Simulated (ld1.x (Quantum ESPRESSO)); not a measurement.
What one change does to a pseudopotential (tellurium, TM)

Te, norm-conserving Troullier–Martins (Kleinman–Bylander form), made with ld1.x (Quantum ESPRESSO) 7.5 (PBEsol, fully relativistic). Core [Kr] 4d10, reference 5s2 5p3 (charge +1). Waves: 5p (bound): rc 2.10 bohr; 5s (bound): rc 1.50 bohr. Local part: the s channel. Core correction: Bessel-smoothed model core inside 1.55 bohr.

Open shells are filled in proportion to 2j + 1 (rel_dist='average').

Change: wave 5p (bound): rc 2.10 bohr becomes 5p (bound): rc 3.16 bohr.

Cutoffs: the cutoffs (Ry, on a coarse ladder) from which the occupation-weighted sum of valence levels, in a spherical-Bessel basis at the reference potential, stays within 10 and 1 mRy of its value at 400 Ry; they do not see the model core or the augmentation charge, which bear on the density cutoff. Errors are all-electron minus pseudo energies relative to the spin-unpolarised reference configuration.

**Question.** How do hardness, ghosts and transferability respond?

**Answer.** The potential gets neither clearly harder nor softer (55 Ry and 110 Ry → 55 Ry and 110 Ry); the bound ghosts move from d to d, p; of the 7 tests that both files solve, the error grows in 4 and shrinks in 3 by more than 15 % and 0.3 meV (median size 11.9 → 4.7 meV).

| quantity | base | changed |
| --- | --- | --- |
| cutoff, loose | 55 Ry | 55 Ry |
| cutoff, tight | 110 Ry | 110 Ry |
| loose cutoff by channel (10 mRy a level) | p 15 Ry, s 35 Ry | p 10 Ry, s 35 Ry |
| bound ghosts | d | p1/2, d |
| error for 5s2 5p4, meV [ΔE -9.77 eV] | -1.5 | -3.9 |
| error for 5s2 5p2, meV [ΔE 17.99 eV] | -5.9 | -16 |
| error for 5s2 5p1, meV [ΔE 44.98 eV] | -39 | -109 |
| error for 5s1 5p4, meV [ΔE 9.84 eV] | -16 | +4.0 |
| error for 5s0 5p6, meV [ΔE 8.92 eV] | -54 | +9.6 |
| error for 5s2 5p4.3, meV [ΔE -11.25 eV] | -1.9 | -4.7 |
| error for 5s1 5p5, meV [ΔE -0.52 eV] | -12 | -0.1 |

 A true bound ghost makes a file unfit for plane-wave use even where its test errors are small: the radial tests pick states by their node count and pass the ghost by.
